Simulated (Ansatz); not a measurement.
Program: Ansatz 0.2.0.

Basis-set series for `[NH]=[Nb]([F])([F])[Cl]`. The species carries charge 0 and has multiplicity 1. Nb takes the def2 core potential. All single points use the PBE0-D4/def2-TZVP geometry. It is one conformer, not always the lowest.

```
functional       basis  functions  energy (Eh)  HOMO (eV)  LUMO (eV)
   PBE0-D4  def2-TZVPP        205   -772.17985      -8.80      -2.14
   PBE0-D4  def2-QZVPP        352   -772.21056      -8.81      -2.17
   ωB97M-V  def2-TZVPP        205   -772.41308     -11.04       0.03
   ωB97M-V  def2-QZVPP        352   -772.44233     -11.06      -0.01
```

(1) Give the rows for def2-SVP. (Estimate.)

## Answers

(1) The calculation gave: 
| functional | basis | functions | energy (Eh) | HOMO (eV) | LUMO (eV) |
| --- | --- | --- | --- | --- | --- |
| PBE0-D4 | def2-SVP | 96 | -771.69314 | -8.77 | -2.07 |
| ωB97M-V | def2-SVP | 96 | -771.92126 | -10.98 | 0.14 |

Positive LUMOs are unbound and depend on the basis.
